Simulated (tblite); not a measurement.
A geometry optimisation, step by step.

C5H14OSi3.
Atom-mapped SMILES: `[OH:1][CH2:2][CH2:3][C:4]1=[C:5]([CH2:6][SiH3:7])[SiH2:8][SiH2:9]1` (hydrogens: H10 on O1; H11, H12 on C2; H13, H14 on C3; H15, H16 on C6; H17, H18, H19 on Si7; H20, H21 on Si8; H22, H23 on Si9)

Computed with GFN2-xTB (tblite), gas phase: L-BFGS steps from a force-field or distance-geometry start until the largest atomic force falls under 0.01 eV/Å. 4 of its 113 geometries are shown.

Step 0: E = -734.8678 eV, largest atomic force 2.261 eV/Å
```
atom  x, y, z in Å  |  force x, y, z in eV/Å
O1     -2.356   -0.425    1.769   -0.521   0.056  -0.510
C2     -2.793   -0.520    0.403    0.664  -0.162   0.851
C3     -1.841    0.242   -0.509    1.688  -0.300  -0.336
C4     -0.418   -0.436   -0.618   -0.298   0.480   0.476
C5      0.756   -0.187    0.053   -0.290   0.833   0.516
C6      1.119    0.895    1.159   -1.070  -1.849  -0.741
Si7     2.040    2.412    0.553    0.514   0.612  -0.344
Si8     1.966   -1.512   -0.702    1.020   0.811   1.060
Si9     0.075   -1.901   -1.797   -1.662   0.177  -0.317
H10    -1.424   -0.661    1.786    0.105  -0.022  -0.044
H11    -2.843   -1.587    0.145    0.057   0.034  -0.236
H12    -3.801   -0.111    0.355    0.031   0.123   0.138
H13    -2.286    0.302   -1.508    0.208  -0.137   0.053
H14    -1.712    1.270   -0.149   -0.073  -0.139   0.110
H15     0.192    1.224    1.650    0.097  -0.090  -0.140
H16     1.720    0.398    1.944   -0.231   0.065  -0.464
H17     2.326    3.325    1.698   -0.113  -0.294  -0.286
H18     3.337    2.016   -0.055   -0.313   0.075   0.127
H19     1.241    3.158   -0.447    0.125  -0.180   0.182
H20     3.083   -0.847   -1.418   -0.076  -0.280   0.311
H21     2.376   -2.467    0.358    0.170   0.245  -0.254
H22    -0.724   -3.108   -1.457    0.107   0.232  -0.342
H23    -0.038   -1.452   -3.204   -0.140  -0.291   0.191
```

Step 37: E = -735.4305 eV, largest atomic force 0.056 eV/Å
```
atom  x, y, z in Å  |  force x, y, z in eV/Å
O1     -2.249   -0.481    1.766    0.002  -0.017  -0.052
C2     -2.648   -0.488    0.416    0.000   0.007  -0.026
C3     -1.707    0.328   -0.483   -0.004  -0.001   0.026
C4     -0.400   -0.384   -0.633   -0.020   0.012   0.014
C5      0.732   -0.177    0.076   -0.021   0.019  -0.002
C6      0.968    0.836    1.138   -0.008  -0.008   0.000
Si7     1.947    2.339    0.489    0.002  -0.012   0.002
Si8     1.973   -1.446   -0.621   -0.007  -0.022  -0.013
Si9    -0.003   -1.848   -1.781    0.027  -0.006  -0.006
H10    -1.325   -0.756    1.807   -0.002  -0.006  -0.031
H11    -2.700   -1.520    0.036   -0.011   0.012   0.014
H12    -3.655   -0.062    0.405    0.014   0.008   0.021
H13    -2.177    0.446   -1.464    0.014  -0.026   0.047
H14    -1.579    1.321   -0.043    0.009   0.003  -0.017
H15     0.027    1.192    1.564    0.011  -0.010   0.017
H16     1.539    0.375    1.948    0.006   0.018  -0.009
H17     2.228    3.227    1.619   -0.011   0.020  -0.002
H18     3.206    1.883   -0.102    0.014  -0.002  -0.012
H19     1.154    3.038   -0.524   -0.009  -0.003   0.000
H20     3.144   -0.848   -1.273    0.007   0.009   0.014
H21     2.501   -2.348    0.413    0.009  -0.008   0.019
H22    -0.803   -3.057   -1.537   -0.019   0.004   0.009
H23    -0.179   -1.541   -3.206   -0.005   0.012  -0.015
```

Step 75: E = -735.4449 eV, largest atomic force 0.018 eV/Å
```
atom  x, y, z in Å  |  force x, y, z in eV/Å
O1     -2.136   -0.648    1.712   -0.006  -0.001   0.002
C2     -2.639   -0.447    0.414    0.002  -0.005   0.005
C3     -1.681    0.368   -0.468    0.011  -0.007   0.009
C4     -0.390   -0.373   -0.617    0.009  -0.008  -0.006
C5      0.735   -0.192    0.111    0.007  -0.002  -0.002
C6      0.987    0.828    1.160    0.008   0.008   0.003
Si7     1.876    2.354    0.439   -0.007   0.016   0.000
Si8     1.959   -1.494   -0.555    0.000   0.005  -0.006
Si9     0.002   -1.837   -1.769   -0.013  -0.003  -0.001
H10    -1.232   -0.980    1.632   -0.008   0.009  -0.013
H11    -2.834   -1.416   -0.072    0.000  -0.003   0.006
H12    -3.589    0.078    0.543    0.005  -0.001  -0.016
H13    -2.149    0.508   -1.446    0.011   0.003   0.014
H14    -1.525    1.350   -0.013    0.002   0.002  -0.003
H15     0.060    1.152    1.638   -0.005  -0.010  -0.002
H16     1.621    0.398    1.938    0.002  -0.008   0.006
H17     2.097    3.319    1.518    0.005   0.007   0.007
H18     3.160    1.950   -0.137   -0.010  -0.002   0.000
H19     1.041    2.957   -0.602   -0.008  -0.005  -0.012
H20     3.163   -0.914   -1.163    0.008  -0.005   0.002
H21     2.438   -2.401    0.499   -0.011   0.001  -0.011
H22    -0.835   -3.028   -1.557   -0.006   0.013   0.002
H23    -0.134   -1.505   -3.194    0.004  -0.002   0.015
```

Step 112: E = -735.4484 eV, largest atomic force 0.010 eV/Å
```
atom  x, y, z in Å  |  force x, y, z in eV/Å
O1     -2.160   -0.672    1.693   -0.003   0.002   0.006
C2     -2.628   -0.436    0.388   -0.001   0.000  -0.002
C3     -1.641    0.395   -0.444    0.001  -0.003   0.001
C4     -0.363   -0.367   -0.599    0.002  -0.006   0.002
C5      0.767   -0.208    0.127    0.005   0.006  -0.002
C6      1.032    0.812    1.173    0.005   0.003   0.003
Si7     1.810    2.381    0.414   -0.003  -0.009  -0.002
Si8     1.957   -1.541   -0.539    0.000   0.006   0.001
Si9    -0.006   -1.833   -1.757   -0.004  -0.003  -0.006
H10    -1.254   -1.002    1.624    0.000   0.000   0.002
H11    -2.814   -1.392   -0.126   -0.002   0.000  -0.007
H12    -3.579    0.090    0.503    0.003   0.009  -0.002
H13    -2.085    0.582   -1.424   -0.004  -0.002   0.002
H14    -1.474    1.355    0.051   -0.003   0.000   0.001
H15     0.117    1.090    1.700    0.002   0.001  -0.003
H16     1.722    0.403    1.915    0.004  -0.001   0.002
H17     2.005    3.377    1.471   -0.004  -0.007   0.002
H18     3.099    2.041   -0.191   -0.001  -0.005  -0.002
H19     0.917    2.913   -0.617   -0.007   0.003   0.000
H20     3.190   -0.998   -1.123    0.002   0.000  -0.003
H21     2.389   -2.478    0.510    0.000   0.002   0.002
H22    -0.883   -2.997   -1.559    0.005   0.001   0.003
H23    -0.124   -1.488   -3.180    0.003   0.002   0.003
```

Task: Summarise the path.

Result: The energy falls by 13.39 kcal/mol from step 0 to step 112; nine tenths of that is first reached at step 13. It falls at every step. The largest force goes from 2.261 to 0.010 eV/Å. Among the bonds Si8–Si9 changes most, from 2.219 to 2.328 Å; the atoms move by 0.266 Å rms after alignment.

Task: Follow the three bonds and two angles with the largest change from start to end.

Result: 
```
step  E above end (kcal/mol)  largest force (eV/Å)  Si8–Si9 (Å)  C5–C6 (Å)  C3–C4 (Å)  H22–Si9–H23 (°)  H20–Si8–H21 (°)
   0                   13.39                 2.261        2.219      1.589      1.580            115.0            115.2
   5                    3.72                 0.406        2.310      1.487      1.499            111.0            111.1
  10                    1.92                 0.223        2.296      1.486      1.496            106.4            106.4
  15                    1.11                 0.142        2.333      1.488      1.498            104.5            104.9
  19                    0.88                 0.122        2.330      1.486      1.498            104.3            104.7
  24                    0.65                 0.109        2.329      1.484      1.495            105.4            105.4
  29                    0.53                 0.069        2.332      1.485      1.496            106.2            106.2
  34                    0.44                 0.051        2.323      1.485      1.495            105.8            106.2
  39                    0.39                 0.037        2.326      1.486      1.496            105.4            105.8
  44                    0.35                 0.059        2.324      1.487      1.496            105.4            105.5
  49                    0.25                 0.089        2.329      1.486      1.496            105.6            105.5
  54                    0.20                 0.035        2.329      1.486      1.496            105.7            105.6
  58                    0.17                 0.036        2.327      1.485      1.496            105.7            106.0
  63                    0.14                 0.050        2.330      1.486      1.496            105.9            106.1
  68                    0.11                 0.039        2.325      1.484      1.495            105.8            105.9
  73                    0.09                 0.046        2.330      1.485      1.496            105.7            105.8
  78                    0.07                 0.049        2.326      1.485      1.495            105.6            105.7
  83                    0.06                 0.026        2.330      1.485      1.496            105.6            105.8
  88                    0.05                 0.019        2.328      1.485      1.496            105.7            105.9
  93                    0.04                 0.032        2.329      1.485      1.496            105.8            105.8
  97                    0.02                 0.029        2.327      1.485      1.495            105.8            105.8
 102                    0.01                 0.021        2.328      1.485      1.495            105.7            105.9
 107                    0.01                 0.022        2.329      1.485      1.495            105.6            105.9
 112                    0.00                 0.010        2.328      1.486      1.495            105.5            105.8
```

What follows is the cost of the whole relaxation. Hardware: an Arm Neoverse N1 with one thread, no GPU, on a shared host. Cost: 2.3 s of wall time.
